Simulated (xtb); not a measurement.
CH6F2OSi2, SMILES OC([SiH2]F)[SiH2]F. All values are semi-empirical tight-binding results from xtb (GFN2-xTB unless named), good for trends rather than for accurate numbers. The structure is a stationary point at GFN2-xTB. This is a generated structure with no PubChem entry under its InChIKey; it may be hypothetical. One conformer was computed; it need not be the lowest.

```
Quantity                                        Result
---------------------------------------  -------------
point group as xtb finds it                         Cs
orbital gap                                    4.76 eV
dipole moment                                   3.60 D
zero-point energy                        43.0 kcal/mol
G − E(el) at 298.15 K (modified RRHO)    21.2 kcal/mol
static polarisability (D4 model)            78.6 bohr³
solvation energy, GFN2-xTB/ALPB(water)   -3.7 kcal/mol
solvation energy, GFN2-xTB/ALPB(hexane)  -3.4 kcal/mol
```
